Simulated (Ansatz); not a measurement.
Al(H2O)Cl3 (AlCl3OH2), relaxed as a singlet with RKS PBE-D4/def2-SVP in Ansatz, starting from the GFN2-xTB geometry. Force threshold 0.02 eV/Å.

Start:

```xyz
7

Al    0.661    0.571   -0.255
O    -0.800   -0.773    0.252
H    -1.704   -0.743   -0.080
H    -0.731   -1.355    1.016
Cl    2.265   -0.626    0.198
Cl    0.223    2.081    1.073
Cl    0.085    0.845   -2.205
```

```
         step  energy (eV)  largest force component (eV/Å)  SCF passes
            1  -46214.4658                           1.301          22
            2  -46214.6146                           0.559          26
            3  -46214.6294                           0.158          25
            4  -46214.6350                           0.289          25
            5  -46214.6375                           0.162          25
            6  -46214.6395                           0.044          25
            7  -46214.6400                           0.014          26
            8  -46214.6401                           0.005          26
 9 (rejected)  -46214.6292                           0.857          31
           10  -46214.6416                           0.192          26
           11  -46214.6443                           0.416          26
           12  -46214.6636                           0.146          25
           13  -46214.6774                           0.064          26
           14  -46214.6783                           0.064          27
           15  -46214.6815                           0.994          26
           16  -46214.7121                           0.034          25
           17  -46214.7137                           0.018          25
18 (rejected)  -46214.7135                           0.039          25
           19  -46214.7139                           0.009          26
```

Force components are those of the run's own axes.

End:

Cartesian coordinates in Å:
```
Al 0.671 0.406 -0.181
O -0.709 -0.920 0.335
H -1.341 -0.967 -0.417
H -1.201 -0.533 1.093
Cl 2.536 -0.573 -0.066
Cl 0.183 1.805 1.357
Cl -0.139 0.782 -2.121
```

By distances, no bond broke or formed. The bond that changes most is Al1–Cl7, from 2.05 to 2.14 Å (atoms count from 1).

The force fell under the threshold at step 7, but the optimiser went on and released 0.074 eV more. No frequencies were taken in this run, so the end may be a saddle point.

It took 18 s on 4 threads of Arm Neoverse V2 on a shared host.
